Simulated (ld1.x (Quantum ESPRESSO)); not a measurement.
**Varying the TM semilocal potential for Pb**

Base potential:

| Quantity | Value |
| --- | --- |
| Element | lead (Pb) |
| Generator | ld1.x (Quantum ESPRESSO) 7.5 |
| Type | norm-conserving Troullier–Martins (semilocal form) |
| Functional | PBE |
| Relativity | scalar-relativistic |
| Frozen core | [Kr] 4d10 4f14 |
| Valence charge | 22 |
| Reference configuration | 5s2 5p6 5d10 6s2 6p2 |
| Partial waves | 5s (bound): rc 1.25 bohr; 5p (bound): rc 1.30 bohr; 5d (bound): rc 1.30 bohr |
| Local potential | the d channel |
| Core correction | none |

Occupied shells without a wave of their own: 6p, 6s. They enter only through the test configuration that unscreens the potential.

All-electron outer shells of the reference configuration (PBE, scalar-relativistic, ld1.x):

```json
{"shell": "4d", "level (eV)": "-402.09", "outermost node (bohr)": "0.19", "outermost maximum (bohr)": "0.39"}
{"shell": "5s", "level (eV)": "-144.16", "outermost node (bohr)": "0.45", "outermost maximum (bohr)": "0.79"}
{"shell": "4f", "level (eV)": "-132.89", "outermost node (bohr)": "–", "outermost maximum (bohr)": "0.35"}
{"shell": "5p", "level (eV)": "-85.83", "outermost node (bohr)": "0.49", "outermost maximum (bohr)": "0.88"}
{"shell": "5d", "level (eV)": "-21.18", "outermost node (bohr)": "0.52", "outermost maximum (bohr)": "1.07"}
{"shell": "6s", "level (eV)": "-12.04", "outermost node (bohr)": "1.01", "outermost maximum (bohr)": "1.95"}
{"shell": "6p", "level (eV)": "-3.50", "outermost node (bohr)": "1.18", "outermost maximum (bohr)": "2.67"}
```

Cutoffs, loose and tight: the cutoffs (Ry, on a coarse ladder) from which the occupation-weighted sum of valence levels, in a spherical-Bessel basis at the reference potential, stays within 10 and 1 mRy of its value at 400 Ry. They do not see the model core or the augmentation charge, which bear on the density cutoff. Test errors are all-electron minus pseudo excitation energies from the reference, over the configurations 5s2 5p6 5d10 6s2 6p1; 5s2 5p6 5d10 6s2 6p0; 5s2 5p6 5d10 6s1 6p0; 5s2 5p6 5d9 6s2 6p2; 5s2 5p6 5d10 6s2 6p2.3; 5s2 5p6 5d10 6s2 6p1.5; 5s2 5p6 5d10 6s0 6p0. A dash means not determined; rows that change the core or the reference have their own tests.

A semilocal file is local in each channel, so a ghost entry of none says nothing of the separable form that plane-wave codes build from it.

| change | outcome | cutoff, loose | cutoff, tight | bound ghosts | largest test error (meV) |
| --- | --- | --- | --- | --- | --- |
| base | generated, misses its reference levels by 2.55 eV | 120 Ry | 200 Ry | none | -9299 |
| all radii scaled by about 0.74 (s 0.92, p 0.96, d 0.96 bohr) | generated, misses its reference levels by 0.27 eV | 260 Ry | over 300 Ry | none | -1234 |
| all radii scaled by about 0.88 (s 1.10, p 1.14, d 1.14 bohr) | generated, misses its reference levels by 0.89 eV | 160 Ry | 260 Ry | none | -3439 |
| all radii scaled by about 1.17 (s 1.46, p 1.52, d 1.52 bohr) | failed: run_pseudo: Errors in PS-KS equation | – | – | – | – |
| all radii scaled by about 1.26 (s 1.58, p 1.64, d 1.64 bohr) | failed: the pseudo-atom did not reach self-consistency | – | – | – | – |
| all radii scaled by about 1.34 (s 1.66, p 1.74, d 1.74 bohr) | failed: the pseudo-atom did not reach self-consistency | – | – | – | – |
| all radii scaled by about 1.37 (s 1.72, p 1.78, d 1.78 bohr) | failed: the pseudo-atom did not reach self-consistency | – | – | – | – |

(1) What comes out with this change to the base: all radii scaled by about 0.82 (s 1.02, p 1.06, d 1.06 bohr)?

(2) What comes out with this change to the base: all radii scaled by about 1.09 (s 1.36, p 1.42, d 1.42 bohr)?

Answers

(1) outcome: generated, misses its reference levels by 0.48 eV; cutoff, loose: 200 Ry; cutoff, tight: 300 Ry; bound ghosts: none; largest test error (meV): -1948.

(2) outcome: generated, misses its reference levels by 5.55 eV; cutoff, loose: 100 Ry; cutoff, tight: 140 Ry; bound ghosts: none; largest test error (meV): no test is counted, since the test run did not reproduce the reference configuration.

Reading the sweep of the scale of all radii (base = 1) (base included, trends over the rows without a ghost): The loose cutoff falls from 260 Ry at 0.74 to 100 Ry at 1.09. A larger radius leaves more room for a smooth pseudo-wave, so fewer plane waves are needed; a smaller one forces it to follow the all-electron wave where it bends sharply. The median size of the test errors (rows with all tests solved) rises from 74.3 meV at 0.74 to 293.3 meV at 1. More of the atom is replaced by a form fitted at one configuration, so other configurations suffer as the radius grows. The generation fails at 1.17, 1.26, 1.34, 1.37.
